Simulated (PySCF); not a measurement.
# Simulated absorption spectrum

Compound: C2H9NOSi2.
SMILES: `[SiH3]C([SiH3])C(N)=O`

Computed with TDDFT CAM-B3LYP/def2-SVPD, vertical, gas phase, core orbitals frozen in the response in PySCF. Isolated species at its PBE0-D3(BJ)/def2-SVP geometry (one conformer only). Torsions of this conformer, `[NH2:1][C:2](=[O:3])[CH:4]([SiH3:5])[SiH3:6]`: N1–C2–C4–Si5 163°, H–N1–C2–O3 -178°, H–N1–C2–O3 0°.

Each state is given a Gaussian of 0.5 eV full width at half maximum, with ε(max) = 2.175×10⁸ f / Δν̃ (Δν̃ the width in cm⁻¹). The cross-section is σ = 3.8235×10⁻²¹ ε cm², given in Mb (10⁻¹⁸ cm²). The width is an assumption, not a result. The curve ends short of the highest state used, and states not computed would add to its high-energy end.

(λ (nm), σ (Mb)): (160.0, 25.84), (162.0, 26.31), (164.0, 26.01), (166.0, 24.30), (168.1, 21.12), (170.1, 17.50), (172.1, 13.95), (174.2, 10.56), (176.2, 7.69), (178.2, 5.21), (180.2, 3.25), (182.3, 1.79), (184.3, 0.92), (186.3, 0.43), (188.3, 0.19), (190.4, 0.07), (192.4, 0.03), (194.4, 0.02), (196.4, 0.02), (198.5, 0.04), (200.5, 0.07), (202.5, 0.12), (204.6, 0.20), (206.6, 0.28), (208.6, 0.36), (210.6, 0.43), (212.7, 0.49), (214.7, 0.51), (216.7, 0.50), (218.7, 0.46), (220.8, 0.39), (222.8, 0.32), (224.8, 0.25), (226.9, 0.18), (228.9, 0.13), (230.9, 0.09), (232.9, 0.06), (235.0, 0.03), (237.0, 0.02), (239.0, 0.01), (241.0, 0.01), (243.1, 0.00), (245.1, 0.00), (247.1, 0.00)

Question: Locate the maxima and give the states behind the curve.

Answer: 215 nm (5.77 eV), ε about 130, made up of S1 (100%); 163 nm (7.63 eV), ε about 6900, made up of S4 (66%) and S5 (25%) (ε in L mol⁻¹ cm⁻¹; maxima over ε = 5, shares over 10%). The states used: S1 5.77 eV (f 0.0025); S2 7.14 eV (f 0.021); S3 7.23 eV (f 0.019); S4 7.53 eV (f 0.094); S5 7.86 eV (f 0.059); S6 8.02 eV (f 0.0061); S7 8.05 eV (f 0.032); S8 8.18 eV (f 0.021); S9 8.29 eV (f 0.011); S10 8.35 eV (f 0.019).

Question: Coming from long wavelengths, where does ε first pass 100 L mol⁻¹ cm⁻¹?

Answer: At about 221 nm (5.61 eV), 0.16 eV below S1.

Question: Does any computed singlet lie in the visible range?

Answer: No computed singlet lies in the visible range (380 to 750 nm); the lowest, at 215 nm, stands 2.50 eV above its violet end (3.26 eV).

Question: On this curve, what absorbance would a 10⁻³ mol/L sample give at 193 nm over a 1 cm path?

Answer: 193 nm is 6.424 eV, where ε is about 5.9 L mol⁻¹ cm⁻¹, so A = ε c l ≈ 0.0059 (Beer–Lambert, with the gas-phase spectrum and the assumed width).

All these states lie below the vertical ionisation energy of 9.85 eV (ΔSCF).
